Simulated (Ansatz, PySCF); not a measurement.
Gas-phase reaction (SMILES): CO[Si](F)(F)F [trifluoro(methoxy)silane] + [H][H] (H2) → F[SiH](F)F + CO (CH4O); hydrogen cleaves one Si-O bond, a model of a ligand-exchange step.

Geometries: B3LYP-D3(BJ)/def2-TZVP minima from Ansatz (an electronic-structure program), one conformer each, not searched for the lowest. Cores are frozen in the correlated levels unless marked. No spin-orbit coupling. Non-relativistic. Basis-set limits of correlation are two-point, X^-3; Hartree-Fock from the larger set. The bracket is a focal-point correction in the basis named. Thermal terms are rigid-rotor harmonic-oscillator values from B3LYP-D3(BJ) frequencies (Ansatz or PySCF) at 298.15 K and 1 atm. 1 Eh = 627.5095 kcal/mol.

```csv
species,"E, RI-MP2/CBS(cc-pV(T+d)Z,cc-pV(Q+d)Z)+[CCSD(T)-MP2]/cc-pV(T+d)Z (Ansatz) (Eh)","E, B3LYP-D3(BJ)/def2-TZVPD (Ansatz + dftd3) (Eh)",H - E (Eh),G - E (Eh)
CO[Si](F)(F)F,-703.73236,-704.64118,0.06042,0.01955
[H][H] (H2),-1.17529,-1.17983,0.01336,-0.00144
F[SiH](F)F,-589.25713,-590.00454,0.02314,-0.00844
CO (CH4O),-115.61425,-115.78119,0.05533,0.02827
```

Task: Work out ΔE and ΔH, ΔG, ΔS and the equilibrium constant at 298.15 K at the first level, then ΔH at the second.

Result: 
1. ΔE = [(-589.25713) + (-115.61425)] - [(-703.73236) + (-1.17529)] = 0.03627 Eh = 22.8 kcal/mol at RI-MP2/CBS(cc-pV(T+d)Z,cc-pV(Q+d)Z)+[CCSD(T)-MP2]/cc-pV(T+d)Z.
2. The terms H - E add up to 0.00469 Eh, so ΔH = (0.03627 + (0.00469))×627.5095 = 25.7 kcal/mol.
3. The terms G - E add up to 0.00172 Eh, so ΔG = 23.8 kcal/mol, and ΔS = (0.00469 - (0.00172))×627509.5/298.15 = 6.3 cal/(mol K).
4. log10 K = -ΔG/(RT ln 10) = -17.4, with RT ln 10 = 1.3642 kcal/mol.
5. At B3LYP-D3(BJ)/def2-TZVPD the same steps give ΔE = 22.1 and ΔH = 25.1 kcal/mol, a shift of -0.6 from the first level.
6. These values are not checked against measurement here, since the tables used lack a sound gas-phase enthalpy of formation for at least one species.
